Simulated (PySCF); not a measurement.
GaF, PBE: how much the basis matters

PySCF, UKS reference; singlet, unpaired electrons none; De to Ga + F without counterpoise correction.

```csv
basis,relativity,functions,Re (Å),ωe (cm⁻¹),De (eV),μ (D)
cc-pVDZ-PP/cc-pVDZ,scalar-relativistic core potentials,37,1.822,612,6.17,-2.08
def2-SVP,no relativity,46,1.798,632,6.32,-1.74
cc-pVTZ-PP/cc-pVTZ,scalar-relativistic core potentials,69,1.809,589,6.29,-2.24
def2-TZVPP,no relativity,79,1.811,587,6.29,-2.23
def2-TZVPPD,no relativity,94,1.813,580,6.31,-2.37
```

(1) How does each smaller set differ from the one with most functions, def2-TZVPPD?

A positive dipole means Ga(−)F(+). 

## Answers

(1) cc-pVDZ-PP/cc-pVDZ: +0.9 pm, +5.5 % in ωe, -0.14 eV in De; def2-SVP: -1.5 pm, +9.0 % in ωe, +0.01 eV in De; cc-pVTZ-PP/cc-pVTZ: -0.4 pm, +1.6 % in ωe, -0.02 eV in De; def2-TZVPP: -0.2 pm, +1.2 % in ωe, -0.02 eV in De. All at PBE; the set with most functions is neither the basis-set limit nor always the best. The rows treat relativity differently, so the differences are not basis effects alone.
